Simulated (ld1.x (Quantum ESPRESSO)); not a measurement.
# Sm (Z = 62): excitation energies, all-electron against TM

ld1.x (Quantum ESPRESSO) 7.5 input, shortened:

```
&input
   title='Sm', zed=62., rel=1, dft='BP', iswitch=3,
   config='[Xe] 4f5 5d1 6s1 6p0'
 /
 &inputp
   pseudotype=2, tm=.true., lloc=0,
   nlcc=.true., new_core_ps=.true., rcore=2.40
 /
3
6P  2  1   0.00   0.00  3.30  3.30  0.0
5D  3  2   1.00   0.00  3.05  3.05  0.0
6S  1  0   1.00   0.00  2.70  2.70  0.0
 &test
   configts(1)='5d1 6s1 6p0'
 /
```

Energies are relative to the spin-unpolarised reference configuration 5d1 6s1 6p0; without spin polarisation the order of configurations can differ from experiment. The frozen-core shift is the all-electron ΔE with the core orbitals held at their reference shape minus the fully relaxed ΔE.

```json
{"valence configuration": "5d1 6s2 6p0", "charge": "0", "ΔE all-electron (eV)": "-6.626", "error AE − PS (meV)": "-0.6", "frozen-core shift (meV)": "+4.7"}
{"valence configuration": "5d1 6s1.5 6p0", "charge": "+0.5", "ΔE all-electron (eV)": "-3.950", "error AE − PS (meV)": "-0.3", "frozen-core shift (meV)": "+1.5"}
{"valence configuration": "5d1.5 6s1.5 6p0", "charge": "0", "ΔE all-electron (eV)": "-5.940", "error AE − PS (meV)": "-18", "frozen-core shift (meV)": "+25"}
{"valence configuration": "5d1 6s1 6p1", "charge": "0", "ΔE all-electron (eV)": "-3.856", "error AE − PS (meV)": "+1.2", "frozen-core shift (meV)": "-0.3"}
{"valence configuration": "5d2 6s0 6p0", "charge": "+1", "ΔE all-electron (eV)": "0.786", "error AE − PS (meV)": "-73", "frozen-core shift (meV)": "+50"}
```

Problem. What are ΔE and the potential's error for 5d1 6s0 6p0?

Solution. ΔE = 11.898 eV all-electron; the error (AE − PS) is -32 meV.

Problem. What are ΔE and the potential's error for 5d0 6s2 6p0?

Solution. ΔE = -0.270 eV all-electron; the error (AE − PS) is -71 meV.

A variational frozen-core shift is positive and of second order in the change. This column holds negative values, so the frozen-core run of ld1.x carries numerical noise or an error of first order here, and the column gives no more than the rough size of the effect.
